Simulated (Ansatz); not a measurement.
Breaking a bond: H5AlO, SMILES [OH2+][AlH3-], singlet. The Al1–O5 bond (Al1 also carries H, H, H; O5 carries H, H) is stretched with both fragments frozen at the PBE0/def2-TZVP optimised geometry.

Computed with CCSD(T) on UHF/cc-pVTZ, frozen core (Ansatz, a program for electronic structure).

Question: Relative to R = 2.03 Å, what are the energies at R = 1.91, 4.48, 5.43, 7.10 Å?

Answer: 2.5 mEh at 1.91 Å, 36.6 mEh at 4.48 Å, 38.8 mEh at 5.43 Å, 39.9 mEh at 7.10 Å.
